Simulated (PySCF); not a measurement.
C₅H₇O, SMILES C1C(C[CH]C1)=O, multiplicity 2.

Geometry: B3LYP-D3(BJ)/def2-SVP. The isomer is the one that the SMILES or the coordinates give; other isomers of the formula were not compared. One conformer was computed; it need not be the lowest.

Level of theory: SMD-B3LYP/6-31G* (PySCF).

Solvation free energies are E(SMD) − E(gas) at the gas-phase geometry, for 1 M in both phases. In vacuum the dipole moment is 2.70 D.

Computed solvation free energies in water, methanol, chloroform:
```csv
solvent,ΔG(solv) (kcal/mol),its non-electrostatic (CDS) part,dipole (D)
water,-3.5,3.2,3.65
methanol,-6.0,0.5,3.62
chloroform,-5.9,-2.4,3.15
```
